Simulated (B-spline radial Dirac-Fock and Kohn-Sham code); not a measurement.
## X-ray form factors of zirconium in several charge states

Model: relativistic Hartree-Fock (Dirac-Fock) wave functions, averaged over the configuration. Program: a B-spline atomic structure program.

Configurations: Zr³²⁺ [He] 2s2 2p4; Zr³³⁺ [He] 2s2 2p3; Zr³⁷⁺ [He] 2s1; Zr³⁹⁺ 1s1. The first column is f₀ of Zr³²⁺, the others are differences from it.

| s (Å⁻¹) | Zr³²⁺ | Δ Zr³³⁺ | Δ Zr³⁷⁺ | Δ Zr³⁹⁺ |
| --- | --- | --- | --- | --- |
| 0 | 8.000 | -1.000 | -5.000 | -7.000 |
| 0.05 | 7.997 | -1.000 | -4.998 | -6.997 |
| 0.1 | 7.989 | -0.998 | -4.991 | -6.989 |
| 0.15 | 7.975 | -0.996 | -4.980 | -6.976 |
| 0.2 | 7.956 | -0.993 | -4.965 | -6.957 |
| 0.25 | 7.932 | -0.989 | -4.945 | -6.932 |
| 0.3 | 7.902 | -0.984 | -4.922 | -6.903 |
| 0.35 | 7.867 | -0.978 | -4.894 | -6.868 |
| 0.4 | 7.827 | -0.971 | -4.862 | -6.829 |
| 0.45 | 7.781 | -0.964 | -4.825 | -6.784 |
| 0.5 | 7.731 | -0.956 | -4.786 | -6.735 |
| 0.6 | 7.617 | -0.937 | -4.694 | -6.622 |
| 0.7 | 7.485 | -0.915 | -4.589 | -6.492 |
| 0.8 | 7.337 | -0.891 | -4.471 | -6.345 |
| 0.9 | 7.174 | -0.865 | -4.342 | -6.185 |
| 1 | 6.998 | -0.836 | -4.202 | -6.011 |
| 1.1 | 6.811 | -0.806 | -4.053 | -5.826 |
| 1.2 | 6.614 | -0.774 | -3.897 | -5.632 |
| 1.4 | 6.198 | -0.708 | -3.568 | -5.223 |
| 1.6 | 5.765 | -0.639 | -3.226 | -4.798 |

Values without a named source are computed, but for edge energies of neutral atoms, which are taken from tables.
